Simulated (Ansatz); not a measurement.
A run for Ansatz (a program for electronic structure): R-B3LYP-D3(BJ)/def2-TZVP on H2O (SMILES O).

Ansatz 0.2 input:
```yaml
crystal:
  periodic: [false, false, false]
  atoms:
    - {symbol: O, position_ang: [0.00000000, 0.00000000, 0.39750000]}
    - {symbol: H, position_ang: [0.00000000, 0.76320000, -0.19880000]}
    - {symbol: H, position_ang: [0.00000000, -0.76320000, -0.19880000]}
basis:
  gaussian:
    orbitals: def2-TZVP
hamiltonian:
  xc: b3lyp
  dispersion: d3bj
relax: {f_tol: 0.004, max_steps: 120}
scf: {lower_state_search: off}
```

Output:

```
WARN ansatz: RAYON_NUM_THREADS=4 ignored (pool sized by the plan → 4); use --threads N
Functional definition: B3LYP
these checks for a lower state are left out or cut short: stability, starts, cluster_reference, orbital_swaps, neighbouring_geometries, increment
integrals: 0.00 GiB planned
239 factors; their error is unknown
mean field: 0.08 GiB planned
mean field evaluation 1: about -2076.1204 eV, gradient 5.4e1 eV
mean field evaluation 2: about -2068.0811 eV, gradient 8.6e1 eV
mean field evaluation 4: about -2080.6596 eV, gradient 2.5e-1 eV
mean field evaluation 8: about -2080.6617 eV, gradient 2.7e-3 eV
mean field -2080.66171611 eV, -76.4629077438 hartree, gradient 4.3e-6 eV, S^2 0.000000; 0 other end points of the search recorded, 0 dependent functions left out
the calculation of the forces begins
reference -2080.66185361 eV, -76.4629127968 hartree; 5, 5 occupied and 38, 38 virtual orbitals, 239 factors
relax step   1: F+E_penalty+E_count = -2080.67733270 eV  Δ(F+E_penalty+E_count) = +0.000e0 eV  max|allowed force component| = 4.367e-1 eV/Å  Δτ_max = 0.0000 Å  (13 SCF iters, accepted)
these checks for a lower state are left out or cut short: stability, starts, cluster_reference, orbital_swaps, neighbouring_geometries, increment
integrals: 0.00 GiB planned
239 factors; their error is unknown
mean field: 0.08 GiB planned
mean field evaluation 16: about -2080.6610 eV, gradient 4.9e-1 eV
mean field -2080.66350872 eV, -76.4629736209 hartree, gradient 1.2e-6 eV, S^2 0.000000; 0 other end points of the search recorded, 0 dependent functions left out
the calculation of the forces begins
reference -2080.66364556 eV, -76.4629786498 hartree; 5, 5 occupied and 38, 38 virtual orbitals, 239 factors
relax step   2: F+E_penalty+E_count = -2080.67912459 eV  Δ(F+E_penalty+E_count) = -1.792e-3 eV  max|allowed force component| = 1.820e-1 eV/Å  Δτ_max = 0.0036 Å  (19 SCF iters, accepted)
these checks for a lower state are left out or cut short: stability, starts, cluster_reference, orbital_swaps, neighbouring_geometries, increment
integrals: 0.00 GiB planned
239 factors; their error is unknown
mean field: 0.08 GiB planned
mean field -2080.66401127 eV, -76.4629920894 hartree, gradient 1.2e-6 eV, S^2 0.000000; 0 other end points of the search recorded, 0 dependent functions left out
the calculation of the forces begins
reference -2080.66414765 eV, -76.4629971012 hartree; 5, 5 occupied and 38, 38 virtual orbitals, 239 factors
relax step   3: F+E_penalty+E_count = -2080.67962618 eV  Δ(F+E_penalty+E_count) = -5.016e-4 eV  max|allowed force component| = 1.540e-2 eV/Å  Δτ_max = 0.0037 Å  (19 SCF iters, accepted)
these checks for a lower state are left out or cut short: stability, starts, cluster_reference, orbital_swaps, neighbouring_geometries, increment
integrals: 0.00 GiB planned
239 factors; their error is unknown
mean field: 0.08 GiB planned
mean field evaluation 32: about -2080.6618 eV, gradient 2.6e-1 eV
mean field -2080.66402695 eV, -76.4629926657 hartree, gradient 1.2e-6 eV, S^2 0.000000; 0 other end points of the search recorded, 0 dependent functions left out
the calculation of the forces begins
reference -2080.66416331 eV, -76.4629976769 hartree; 5, 5 occupied and 38, 38 virtual orbitals, 239 factors
relax step   4: F+E_penalty+E_count = -2080.67964164 eV  Δ(F+E_penalty+E_count) = -1.546e-5 eV  max|allowed force component| = 4.637e-4 eV/Å  Δτ_max = 0.0009 Å  (19 SCF iters, accepted)
Total energy: -2080.67977800 eV, -76.4635715061 hartree
Atom 0 at    -0.000000     0.000000     0.389611 Å, force    -0.000000     0.000000    -0.000141 eV/Å
Atom 1 at     0.000000     0.764986    -0.194856 Å, force     0.000000     0.000464     0.000070 eV/Å
Atom 2 at     0.000000    -0.764986    -0.194856 Å, force    -0.000000    -0.000464     0.000070 eV/Å
Dipole moment:    -0.000000    -0.000000    -0.429653 e Å
Checks for a lower state left out: stability, starts, cluster_reference, orbital_swaps, neighbouring_geometries, increment
```

Self-consistency was reached.

Cost: around 2.1 core-seconds (rough).
